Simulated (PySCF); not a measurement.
Hf(NH2)2(SH)2 (H6HfN2S2), SMILES [NH2][Hf]([NH2])([SH])[SH], multiplicity 1.

Geometry optimised at PBE0-D3(BJ)/def2-SVP. The multiplicity is an assumed one; other spin states were not compared. The def2 effective core potentials stand for the cores of Hf; spin–orbit coupling is left out. Other conformers were not sampled.

Two levels are set side by side: PBE/def2-TZVP (PySCF) and HF/def2-TZVP (PySCF). Same geometry, gas phase. Differences are taken from unrounded values.

```
quantity                        HF    PBE  PBE minus HF
---------------------------  -----  -----  ------------
orbital gap (eV)             11.92   4.26         -7.66
highest occupied level (eV)  -9.93  -6.00          3.93
lowest empty level (eV)       1.99  -1.74         -3.72
dipole moment (D)             4.11   3.95         -0.16
mean polarisability (bohr³)   87.7  101.7          14.1
```

Without exact exchange PBE keeps part of each electron's self-repulsion, which lifts occupied levels and narrows the gap. PBE's more diffuse valence density responds more strongly to a field. Differences between two approximate levels are no errors against the true value.

Rough cost on one machine, each run with all the roots and properties that it gave: HF against PBE about 1/4.
